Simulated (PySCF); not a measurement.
Computed IR spectrum (relative IR intensity) of a molecule C₂H₆N₂OSi. Coordinates come from a PBE-D3(BJ)/def2-SVP optimisation. The values are those of a single conformer. All values below come from PBE-D3(BJ)/def2-SVP (PySCF). Frequencies are harmonic and unscaled.

Lines under 2 % of the strongest are left out, and lines within 2 cm⁻¹ are merged.

ν (cm⁻¹): 240 (w), 313 (w), 392 (s), 492 (w), 501 (vw), 617 (w), 630 (m), 698 (m), 748 (vw), 818 (w), 845 (s), 870 (m), 924 (vs), 1163 (s), 1230 (m), 1382 (vw), 1492 (m), 2215 (m), 2304 (vs), 3504 (m), 3600 (m) (against the strongest line: vs over 80 %, s over 45 %, m over 15 %, w over 4 %, vw less)

**Question.** Which structure fits?
(A) C[Si@@H](N)OC#N
(B) NC[Si@H]1N=CO1
(C) C[Si@@H](N)N=C=O
(D) N#CC[Si@H](N)O

**Answer.** A, C[Si@@H](N)OC#N
